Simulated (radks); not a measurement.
Charge is removed step by step from the 4p level of the tin ion Sn2+, starting from [Kr] 4d10 5s2. All-electron calculation, scalar-relativistic Kohn-Sham, PBE, spin-unpolarised, spherical densities, finite nucleus; Fermi nuclear charge, rms radius 4.6519 fm. Program: a radial shooting solver on a logarithmic mesh with Libxc functionals.

| removed (e) | E - E(0) (eV) | eigenvalue (eV) | E minus straight line (eV) |
|---|---|---|---|
| 0 | 0.000 | -107.15 | 0.000 |
| 0.25 | 27.358 | -111.85 | -1.798 |
| 0.5 | 55.901 | -116.64 | -2.411 |
| 0.75 | 85.651 | -121.50 | -1.818 |
| 1 | 116.63 | -126.44 | 0.000 |

Removing the whole electron costs 116.63 eV by Delta-SCF, against 107.15 eV from minus the eigenvalue at the starting occupation. Slater's transition state (half an electron removed) gives 116.64 eV. Integrating minus the eigenvalue over the occupation (Janak's theorem) gives 116.69 eV. In this scalar-relativistic scheme the density is built from large components alone, so the theorem holds only approximately. The mean slope of the eigenvalue, de/dn, is 19.3 eV per electron.
